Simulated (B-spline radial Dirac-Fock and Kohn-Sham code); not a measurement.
**Scattering functions of Dy⁴⁰⁺**

System: dysprosium as Dy⁴⁰⁺, [Ar] 3d8.

Calculated with an atomic code on a B-spline grid, using configuration-average Dirac-Fock orbitals. f₀ is the Fourier transform of the spherical electron density, S the Waller-Hartree incoherent function, and s = sin θ/λ. The electron scattering factor follows from the Mott-Bethe formula f_e = 0.023934 Å⁻¹·(Z − f₀)/s².

| s (Å⁻¹) | f₀ | S | f_e (Å) |
| --- | --- | --- | --- |
| 0 | 26.000 | 0.000 | – |
| 0.05 | 25.983 | 0.014 | 383.104 |
| 0.1 | 25.933 | 0.058 | 95.896 |
| 0.15 | 25.850 | 0.129 | 42.709 |
| 0.2 | 25.734 | 0.229 | 24.093 |
| 0.25 | 25.586 | 0.356 | 15.476 |
| 0.3 | 25.406 | 0.509 | 10.795 |
| 0.35 | 25.196 | 0.688 | 7.972 |
| 0.4 | 24.957 | 0.892 | 6.139 |
| 0.45 | 24.690 | 1.118 | 4.883 |
| 0.5 | 24.396 | 1.366 | 3.983 |
| 0.6 | 23.734 | 1.921 | 2.810 |
| 0.7 | 22.983 | 2.545 | 2.101 |
| 0.8 | 22.159 | 3.222 | 1.640 |
| 0.9 | 21.275 | 3.941 | 1.322 |
| 1 | 20.346 | 4.688 | 1.093 |
| 1.1 | 19.388 | 5.451 | 0.922 |
| 1.2 | 18.415 | 6.219 | 0.791 |
| 1.4 | 16.475 | 7.734 | 0.605 |
| 1.6 | 14.617 | 9.178 | 0.480 |
| 1.8 | 12.910 | 10.515 | 0.392 |
| 2 | 11.394 | 11.733 | 0.327 |
| 2.5 | 8.519 | 14.269 | 0.220 |
| 3 | 6.774 | 16.214 | 0.158 |
| 3.5 | 5.753 | 17.749 | 0.118 |
| 4 | 5.091 | 18.998 | 0.091 |
| 5 | 4.093 | 20.905 | 0.059 |
| 6 | 3.218 | 22.227 | 0.042 |

f₀ starts at the number of electrons, 26, and has fallen to half at s ≈ 1.79 Å⁻¹. The sum of ⟨r²⟩ over the electrons is 0.9097 bohr². For an ion f_e diverges as s goes to zero, because of the net charge.
